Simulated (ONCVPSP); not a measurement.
# Before and after: ONCV potential for germanium

ONCVPSP 4.0.1 input, shortened (lines: element, Z, core and valence counts, functional; n l f; lmax; l rc ep ncon nbas qcut; lloc lpopt rc5 dvloc0; l nproj debl; icmod fcfact rcfact), PBEsol, fully relativistic:

```
  Ge 32.00    6    2  -116133      upf
    1    0    2.00
    2    0    2.00
    2    1    6.00
    3    0    2.00
    3    1    6.00
    3    2   10.00
    4    0    1.00
    4    1    3.00
    1
    0    1.80    0.00    3    7    3.40
    1    1.50    0.00    4    7    5.80
    4    5    1.40    0.00
    0    2    1.40
    1    2    1.00
    2    0.40    0.80
```

Open shells are filled in proportion to 2j + 1.

Change: p: qcut 4.5.

Cutoffs: the cutoffs (Ha) at which the residual kinetic energy of the hardest occupied pseudo-wave falls to 1 and 0.1 mHa per electron; they do not see the model core or the augmentation charge, which bear on the density cutoff. Errors are all-electron minus pseudo energies relative to the spin-unpolarised reference configuration.

Problem. What does the change do?

Solution. The potential gets harder (16 Ha and 60 Ha → 27 Ha and 62 Ha); both files keep a bound ghost (p); the errors of the 4 common tests hardly move.

| quantity | base | changed |
| --- | --- | --- |
| cutoff, loose | 16 Ha | 27 Ha |
| cutoff, tight | 60 Ha | 62 Ha |
| loose cutoff by channel | s 14 Ha, p 16 Ha | s 14 Ha, p 27 Ha |
| bound ghosts | p3/2, p1/2 | p3/2, p1/2 |
| GHOST(+) flags under 300 eV | s at 93.7 eV | s at 93.7 eV |
| error for 4s2 4p2, meV [ΔE -7.98 eV] | -20 | -20 |
| error for 4s2 4p1, meV [ΔE -0.52 eV] | -7.6 | -8.1 |
| error for 4s2 4p0, meV [ΔE 14.93 eV] | +6.4 | +5.9 |
| error for 4s1 4p2, meV [ΔE 8.20 eV] | -2.4 | -2.4 |
| s: phases at 1.83 bohr within 0.05 rad from the reference energy up to (Ha; the scan ends near 5) | 3.0 | 3.0 |
| p3/2: phases at 1.52 bohr within 0.05 rad from the reference energy up to (Ha; the scan ends near 5) | to the end of the scan | to the end of the scan |
| p1/2: phases at 1.52 bohr within 0.05 rad from the reference energy up to (Ha; the scan ends near 5) | to the end of the scan | to the end of the scan |
| rms error of d²Exc/dni dnj with the model core, mHa | 5.81 | 5.81 |

 A true bound ghost makes a file unfit for plane-wave use even where its test errors are small: the radial tests pick states by their node count and pass the ghost by.
